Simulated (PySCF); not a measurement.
A geometry optimisation, step by step.

CdMe(vinyl), C3H6Cd (singlet state).
Bonds: Cd1–C2, Cd1–C6, C6–C7. Hydrogens: H3, H4, H5 on C2; H8 on C6; H9, H10 on C7.

Computed by this run: PySCF, PBE0-D3(BJ)/def2-SVP geometry optimisation, gas phase, def2 core potentials past Kr; density fitting, grid level 1; the optimiser is geomeTRIC in internal coordinates, started from a GFN2-xTB structure with every atom displaced at random (about 0.03 Å). The frame can shift and turn from step to step; on so coarse a grid that alone can change the energy by a few meV, and forces under 0.02 eV/Å are noise.

Step 0: E = -7764.2564 eV, largest atomic force 3.238 eV/Å
```
atom  x, y, z in Å  |  force x, y, z in eV/Å
Cd1    -0.323   -1.186    0.476    0.191   1.395  -0.447
C2     -0.201    0.121    2.271    2.131   0.995  -1.367
H3     -0.895    0.998    2.131    0.637  -0.625  -0.013
H4      0.951    0.493    2.301   -2.643  -0.705  -0.066
H5     -0.425   -0.356    3.197   -0.212  -0.538   1.123
C6     -0.073   -0.852   -1.702   -0.097  -1.834   0.879
C7      0.312    0.373   -1.988   -0.272   1.877   2.625
H8     -0.079   -1.550   -2.543   -0.242  -0.312  -0.002
H9      0.367    1.172   -1.166    0.064  -0.824  -1.142
H10     0.490    0.711   -2.971    0.444   0.570  -1.591
```

Step 1: E = -7764.6909 eV, largest atomic force 1.187 eV/Å
```
atom  x, y, z in Å  |  force x, y, z in eV/Å
Cd1    -0.294   -1.079    0.472    0.134   1.134  -0.323
C2     -0.196    0.106    2.309    0.864  -0.166  -0.378
H3     -0.875    0.972    2.200    0.163  -0.172  -0.025
H4      0.878    0.465    2.371   -1.013  -0.241  -0.032
H5     -0.433   -0.427    3.231   -0.075  -0.106   0.247
C6     -0.065   -0.838   -1.681    0.213  -0.541   0.593
C7      0.315    0.396   -2.031   -0.285   0.507   0.501
H8     -0.095   -1.588   -2.481   -0.167  -0.058   0.057
H9      0.403    1.247   -1.318   -0.010  -0.436  -0.248
H10     0.487    0.670   -3.069    0.175   0.080  -0.392
```

Step 2: E = -7764.9069 eV, largest atomic force 0.965 eV/Å
```
atom  x, y, z in Å  |  force x, y, z in eV/Å
Cd1    -0.246   -0.890    0.465    0.080   0.782  -0.178
C2     -0.195    0.083    2.379   -0.455  -0.847  -0.086
H3     -0.871    0.945    2.329   -0.086   0.095   0.018
H4      0.824    0.434    2.506    0.517   0.244   0.121
H5     -0.460   -0.539    3.249   -0.015   0.072  -0.093
C6     -0.045   -0.787   -1.659    0.246  -0.268   0.011
C7      0.324    0.407   -2.150   -0.314  -0.168  -0.066
H8     -0.112   -1.608   -2.384   -0.124  -0.068   0.050
H9      0.424    1.281   -1.503    0.107   0.244   0.029
H10     0.481    0.597   -3.227    0.044  -0.087   0.194
```

Step 3: E = -7765.0739 eV, largest atomic force 1.180 eV/Å
```
atom  x, y, z in Å  |  force x, y, z in eV/Å
Cd1    -0.175   -0.609    0.466    0.007   0.256   0.001
C2     -0.205    0.037    2.467   -0.617  -0.761   0.047
H3     -0.893    0.885    2.519   -0.173   0.210   0.119
H4      0.788    0.384    2.709    0.711   0.281   0.271
H5     -0.509   -0.718    3.219    0.060   0.192  -0.248
C6     -0.013   -0.694   -1.617    0.221   0.283  -0.211
C7      0.327    0.425   -2.287   -0.184  -0.817  -0.831
H8     -0.132   -1.604   -2.223   -0.036   0.048   0.045
H9      0.489    1.408   -1.855    0.035   0.289   0.403
H10     0.447    0.408   -3.394   -0.024   0.018   0.406
```

Step 4: E = -7765.1518 eV, largest atomic force 0.761 eV/Å
```
atom  x, y, z in Å  |  force x, y, z in eV/Å
Cd1    -0.092   -0.301    0.472   -0.018  -0.188   0.023
C2     -0.213    0.010    2.535   -0.205  -0.224   0.229
H3     -0.917    0.831    2.712   -0.140   0.126   0.136
H4      0.761    0.324    2.921    0.231   0.047   0.141
H5     -0.554   -0.869    3.121    0.101   0.217  -0.270
C6      0.036   -0.581   -1.586    0.034   0.273  -0.710
C7      0.326    0.407   -2.458   -0.001  -0.566  -0.141
H8     -0.150   -1.567   -2.038    0.032  -0.043   0.073
H9      0.520    1.422   -2.115    0.067   0.300  -0.045
H10     0.408    0.246   -3.559   -0.101   0.059   0.564
```

Step 5: E = -7765.1759 eV, largest atomic force 0.193 eV/Å
```
atom  x, y, z in Å  |  force x, y, z in eV/Å
Cd1    -0.088   -0.287    0.478    0.013  -0.078   0.019
C2     -0.219    0.013    2.564   -0.128   0.040  -0.014
H3     -0.929    0.829    2.770   -0.020  -0.011   0.035
H4      0.755    0.313    2.971    0.122   0.011   0.047
H5     -0.559   -0.881    3.113    0.020   0.022  -0.108
C6      0.047   -0.564   -1.601   -0.019   0.137  -0.135
C7      0.334    0.405   -2.485    0.025  -0.138  -0.103
H8     -0.144   -1.556   -2.036    0.015  -0.022   0.054
H9      0.543    1.443   -2.200   -0.006   0.014   0.051
H10     0.387    0.209   -3.570   -0.022   0.025   0.153
```

Step 6: E = -7765.1798 eV, largest atomic force 0.132 eV/Å
```
atom  x, y, z in Å  |  force x, y, z in eV/Å
Cd1    -0.092   -0.292    0.472    0.014  -0.027   0.013
C2     -0.221    0.022    2.553    0.032   0.127   0.016
H3     -0.935    0.832    2.773    0.016  -0.030   0.008
H4      0.758    0.316    2.965   -0.047  -0.027  -0.019
H5     -0.558   -0.880    3.084   -0.011  -0.049  -0.003
C6      0.044   -0.571   -1.605   -0.022  -0.023   0.041
C7      0.337    0.403   -2.476    0.021   0.045   0.000
H8     -0.141   -1.568   -2.033    0.001   0.015  -0.005
H9      0.543    1.437   -2.170   -0.016  -0.027  -0.003
H10     0.390    0.223   -3.558    0.011  -0.005  -0.048
```

Step 7: E = -7765.1805 eV, largest atomic force 0.063 eV/Å
```
atom  x, y, z in Å  |  force x, y, z in eV/Å
Cd1    -0.091   -0.279    0.475    0.009  -0.002  -0.010
C2     -0.224    0.023    2.558    0.017   0.060   0.005
H3     -0.940    0.827    2.789    0.005  -0.012   0.001
H4      0.754    0.310    2.976   -0.023  -0.014  -0.010
H5     -0.560   -0.889    3.072   -0.007  -0.029   0.004
C6      0.046   -0.562   -1.603   -0.015  -0.023   0.021
C7      0.340    0.403   -2.485    0.007   0.040   0.031
H8     -0.137   -1.561   -2.024    0.002  -0.005  -0.003
H9      0.542    1.440   -2.189   -0.001  -0.006  -0.005
H10     0.396    0.211   -3.565    0.005  -0.008  -0.035
```

Step 8: E = -7765.1807 eV, largest atomic force under 0.02 eV/Å
```
atom  x, y, z in Å  |  force x, y, z in eV/Å
Cd1    -0.091   -0.274    0.474   -0.001  -0.001   0.005
C2     -0.227    0.025    2.558   -0.006   0.001  -0.008
H3     -0.945    0.825    2.795   -0.002   0.000  -0.001
H4      0.750    0.307    2.979    0.006   0.001   0.003
H5     -0.563   -0.894    3.064   -0.001  -0.003  -0.001
C6      0.046   -0.561   -1.603    0.001  -0.001   0.006
C7      0.343    0.404   -2.485   -0.003   0.000   0.006
H8     -0.134   -1.561   -2.022    0.002   0.003  -0.005
H9      0.542    1.441   -2.190    0.002   0.000  -0.002
H10     0.404    0.211   -3.565    0.002   0.000  -0.004
```

Q: Summarise the path.

A: The energy falls by 21.32 kcal/mol from step 0 to step 8; nine tenths of that is first reached at step 4. It falls at every step. The largest force goes from 3.238 to under 0.02 eV/Å. Among the bonds Cd1–C6 changes most, from 2.218 to 2.101 Å; the atoms move by 0.686 Å rms after alignment.

What follows is the cost of the whole optimisation. Time: 38 s wall; peak memory 0.41 GiB. Hardware: an Arm Neoverse V2 with one thread, no GPU, on a shared host.
